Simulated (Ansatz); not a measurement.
`c1coc(-c2ccc(-c3ccc(-c4ccc(-c5ccc(-c6ccc(-c7ccc(-c8ccc(-c9ccc(-c%10ccco%10)o9)o8)o7)o6)o5)o4)o3)o2)c1`, 72 atoms. Hardware: 4 threads of AMD EPYC 7R13 on a shared host and a share (37 GiB) of an NVIDIA H100 80GB HBM3.

Single mean-field runs in def2-SVP are fitted with def2-universal-jkfit.

Question: How many basis functions does each of these Ansatz runs have, and roughly what does it cost? PBE-D4/def2-SVP, charge -1 doublet at the geometry of the charge 0 singlet, energy, from earlier orbitals; PBE0-D4/def2-SVP, charge 0 singlet, energy, from earlier orbitals; PBE0-D4/def2-SVP, charge 1 doublet at the geometry of the charge 0 singlet, energy; PBE-D4/def2-SVP, charge 0 triplet at the geometry of the charge 0 singlet, energy, from earlier orbitals; r2SCAN-D4/def2-SVP, charge 0 singlet, energy and forces, from earlier orbitals; PBE-D4/def2-SVP, charge 0 singlet, energy and forces, from earlier orbitals; PBE-D4/def2-SVP, charge 1 doublet at the geometry of the charge 0 singlet, energy, from earlier orbitals; PBE0-D4/def2-SVP, charge -1 doublet at the geometry of the charge 0 singlet, energy; r2SCAN-D4/def2-SVP, charge 0 singlet, relaxation, 19 steps; PBE0-D4/def2-SVP, charge 0 triplet at the geometry of the charge 0 singlet, energy.

Answer: Other jobs shared the machine, so times can vary by a factor of up to 3. A dash marks memory too small to be measured apart from the calling script's.

| run | functions | fitting or Cholesky vectors | wall time | peak host memory (GiB) |
| --- | --- | --- | --- | --- |
| PBE0-D4/def2-SVP, charge 0 singlet, energy, from earlier orbitals | 810 | 4166 | 6 s | – |
| PBE-D4/def2-SVP, charge 1 doublet at the geometry of the charge 0 singlet, energy, from earlier orbitals | 810 | 4166 | 11 s | 1.4 |
| PBE-D4/def2-SVP, charge 0 singlet, energy and forces, from earlier orbitals | 810 | 4166 | 11 s | – |
| PBE-D4/def2-SVP, charge -1 doublet at the geometry of the charge 0 singlet, energy, from earlier orbitals | 810 | 4166 | 14 s | 1.4 |
| r2SCAN-D4/def2-SVP, charge 0 singlet, energy and forces, from earlier orbitals | 810 | 4166 | 15 s | 1.4 |
| PBE-D4/def2-SVP, charge 0 triplet at the geometry of the charge 0 singlet, energy, from earlier orbitals | 810 | 4166 | 17 s | 1.6 |
| PBE0-D4/def2-SVP, charge 1 doublet at the geometry of the charge 0 singlet, energy | 810 | 4166 | 28 s | 1.5 |
| PBE0-D4/def2-SVP, charge 0 triplet at the geometry of the charge 0 singlet, energy | 810 | 4166 | 31 s | 1.6 |
| PBE0-D4/def2-SVP, charge -1 doublet at the geometry of the charge 0 singlet, energy | 810 | 4166 | 32 s | 1.5 |
| r2SCAN-D4/def2-SVP, charge 0 singlet, relaxation, 19 steps | 810 | 4166 | 2.7 min | – |
